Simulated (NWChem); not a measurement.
System: C2H4O3Si; SMILES O1[SiH](OC1=O)C

Input file for NWChem:

```
start job
memory heap 200 mb stack 900 mb global 1100 mb
geometry units angstroms noautosym nocenter noautoz
  C     -0.738805     2.228243     0.000000
  Si     0.460967     0.812444     0.000000
  O      0.126191    -0.465287    -1.089253
  C     -0.086160    -1.298002     0.000000
  O     -0.380993    -2.449208     0.000000
  O      0.126191    -0.465287     1.089253
  H     -0.592251     2.858738    -0.885296
  H     -1.771481     1.864962     0.000000
  H     -0.592251     2.858738     0.885296
  H      1.880369     1.225457     0.000000
end
basis spherical
  * library 6-31g*
end
dft
  xc b3lyp
  iterations 150
end
cosmo
  do_cosmo_smd true
  solvent toluene
end
task dft energy
```

Coordinates come from a B3LYP/6-31G* (spherical d) optimisation. B3LYP is NWChem's, with the RPA form of VWN correlation. Solvent: toluene.

Level: B3LYP/6-31G* with SMD (1 M gas to 1 M solution), gas-phase geometry. Reactions with the solvent are ignored.

Q: What results follow from this input? (B3LYP/6-31G* (spherical d), SMD on the gas-phase geometry.) Quantities: solvation free energy (kcal/mol); cavity-dispersion-structure term (kcal/mol); dipole in solution (D).

A: 
- solvation free energy (kcal/mol): -4.8
- cavity-dispersion-structure term (kcal/mol): -1.1
- dipole in solution (D): 5.93
